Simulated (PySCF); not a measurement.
Compound: [(F)2Al]2NH.
Bonds: Al1–F2, Al1–F3, Al1–N4, N4–Al5, Al5–F6, Al5–F7. Hydrogens: H8 on N4.

A linear-response calculation (PySCF, def2-SVPD basis, gas phase, vertical, core orbitals frozen in the response) gave these numbers; the functional is withheld.

Orbital energies (eV): HOMO-3 -11.42, HOMO-2 -11.41, HOMO-1 -10.92, HOMO -8.88, LUMO -2.07, LUMO+1 -0.87, LUMO+2 -0.49.

| state | E (eV) | f | main configurations (H = HOMO, L = LUMO) |
| --- | --- | --- | --- |
| S1 | 5.77 | 0.068 | H→L (100%) |
| S2 | 6.89 | 0.0000 | H→L+1 (98%) |
| S3 | 7.44 | 0.100 | H→L+2 (91%) |
| S4 | 7.93 | 0.295 | H-1→L (90%) |
| S5 | 8.10 | 0.0099 | H→L+3 (84%), H-1→L+1 (11%) |
| S6 | 8.31 | 0.0048 | H-3/H-2→L (≥90%) |

Triplets, Tamm–Dancoff:

```json
{"state": "T1", "E (eV)": "5.34", "λ (nm)": "232.0", "main configurations (H = HOMO, L = LUMO)": "H→L (98%)"}
{"state": "T2", "E (eV)": "6.71", "λ (nm)": "184.8", "main configurations (H = HOMO, L = LUMO)": "H→L+1 (97%)"}
{"state": "T3", "E (eV)": "6.92", "λ (nm)": "179.2", "main configurations (H = HOMO, L = LUMO)": "H→L+2 (96%)"}
{"state": "T4", "E (eV)": "6.97", "λ (nm)": "177.9", "main configurations (H = HOMO, L = LUMO)": "H→L+3 (96%)"}
```

Vertical ionisation energy by ΔSCF with the same functional: 11.52 eV. Mean static polarisability: 48.5 au.

Orbitals of the list HOMO-3 to LUMO+2 that lie within 0.01 eV of each other are written together with a slash and their weights summed (≥ marks a lower bound); for degenerate orbitals outside that list single weights are arbitrary.

Question: Which of these was used?
A. PBE
B. CAM-B3LYP
C. B3LYP
D. HF

Answer: C. B3LYP is a global hybrid with 20% exact exchange. In this run −ε(HOMO) = 8.88 eV differs from the ΔSCF value by -2.64 eV, and S1 differs from the orbital gap of 6.81 eV by -1.03 eV. The ratio −ε(HOMO)/IP is 0.77. Small neutral molecules mostly give 0.67 to 0.83 with B3LYP, 0.5 to 0.7 with PBE, 0.85 to 0.93 with CAM-B3LYP; with Hartree–Fock the ratio is 1 or more (Koopmans' value less the relaxation energy is the ΔSCF value).

Level of theory: TDDFT B3LYP/def2-SVPD, vertical, gas phase, core orbitals frozen in the response in PySCF 2.14.0, density-fitted response routines. Geometry: PBE0-D3(BJ)/def2-SVP; no solvent, vibrations or thermal averaging.

Hardware: one thread of an Arm Neoverse V1, shared host with 32 logical CPUs at a one-minute load of 26. Cost: 52 s wall (grids of density and orbitals included), 0.74 GiB resident at most.
